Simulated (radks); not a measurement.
The lithium ion Li+ inside a hard spherical wall (all orbitals vanish at R), configuration held at [He] and not refilled when levels cross. All-electron calculation, scalar-relativistic Kohn-Sham, PBE, spin-unpolarised, spherical densities, finite nucleus; Fermi nuclear charge, rms radius 2.444 fm. Program: a radial shooting solver on a logarithmic mesh with Libxc functionals. Eigenvalues in eV, with the zero of energy where the potential of the charges vanishes at infinity; a dash marks a level that is unbound or too diffuse for the functional's potential to be trusted. A positive occupied level is held by the wall or, in an anion where self-interaction has pushed it up, behind a barrier. The pressure on the wall is -dE/dV.

| R (bohr) | E (hartree) | kinetic (hartree) | e(1s) | e(2s, empty) | e(2p, empty) | pressure (GPa) |
|---|---|---|---|---|---|---|
| free | -7.25756 | 7.218 | -60.415 | - | - | 0 |
| 20 | -7.25756 | 7.218 | -60.415 | - | - | < 0.0001 |
| 15 | -7.25756 | 7.218 | -60.415 | - | - | < 0.0001 |
| 12 | -7.25756 | 7.218 | -60.415 | - | - | < 0.0001 |
| 7 | -7.25756 | 7.218 | -60.415 | - | - | < 0.0001 |
| 6 | -7.25756 | 7.218 | -60.415 | - | - | < 0.0001 |
| 4 | -7.25753 | 7.218 | -60.412 | -2.556 | -0.884 | 0.0129 |
| 3.5 | -7.25740 | 7.220 | -60.402 | 0.558 | 1.393 | 0.119 |
